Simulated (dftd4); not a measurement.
Br3Zr, charge +1, singlet, geometry from GFN2-xTB (such geometries of metal compounds can be far from the true shape) (the multiplicity is a formal guess); D4 for b3lyp run with dftd4.

dftd4 was given this input:
```
$ dftd4 mol.xyz --func b3lyp --charge 1 --json dftd4.json --noedisp --property

# file mol.xyz
4

Zr    -0.38017015     0.34914154     0.73727060
Br    -1.52796032    -1.45317031    -0.51825355
Br     0.12439636     1.80065951    -1.20710575
Br     1.83804413    -0.74650811     0.88276432
```

Output, abridged:

```
                    ____  _____ _____     ____  _  _
      -------------|  _ \|  ___|_   _|---|  _ \| || |------------
     |             | | | | |_    | | ___ | | | | || |_           |
     |             | |_| |  _|   | ||___|| |_| |__   _|          |
     |             |____/|_|     |_|     |____/   |_|            |
     |             ===================================           |
     |            E. Caldeweyher, S. Ehlert & S. Grimme          |
     |          Mulliken Center for Theoretical Chemistry        |
     |                    University of Bonn                     |
      -----------------------------------------------------------

Rational (Becke-Johnson) damping: b3lyp-D4-ATM
---------------------
  s6         1.0000
  s8         2.0293
  s9         1.0000
  a1         0.4087
  a2         4.5381
 alp        16.0000
--------------------

Atomic data, radii in Ångström:
------------------------------------------------------
   Z          R(cov)      r4/r2   hardness         EN
------------------------------------------------------
  40 Zr       1.8533     3.9341     0.2006     1.3300
  35 Br       1.5200     2.4294     0.4345     2.9600
------------------------------------------------------

Atomic reference systems (in atomic units):
----------------------------------------------------------------------------
   Z        #      CN     q+Z       C6(AA)   #      CN     q+Z       C6(AA)
----------------------------------------------------------------------------
  40 Zr     1  0.0000 12.0000    1885.6847   2  1.6626 12.3466     468.7409
            3  3.3599 12.5655     317.8860   4  6.0930 12.9430     128.3857
  35 Br     1  0.0000 35.0000     167.8010   2  0.8714 34.8551     184.6349
----------------------------------------------------------------------------

Atomic properties (in atomic units):
----------------------------------------------------------------------------
     #    Z              CN          q      C6(AA)        C8(AA)   alpha(0)
----------------------------------------------------------------------------
     1   40 Zr       2.2749     1.1557    402.4212    66725.8117    46.4836
     2   35 Br       0.7767    -0.0519    181.7144    11489.6160    21.7470
     3   35 Br       0.7767    -0.0519    181.7144    11489.6160    21.7470
     4   35 Br       0.7767    -0.0519    181.7144    11489.6160    21.7470
----------------------------------------------------------------------------

Molecular properties (in atomic units):
----------------------------------------
 molecular C6                3583.0895
 molecular C8              328351.9494
----------------------------------------

Dispersion energy:      -1.1938510410043E-02 Eh

[Info] JSON dump of results written to 'dftd4.json'
```
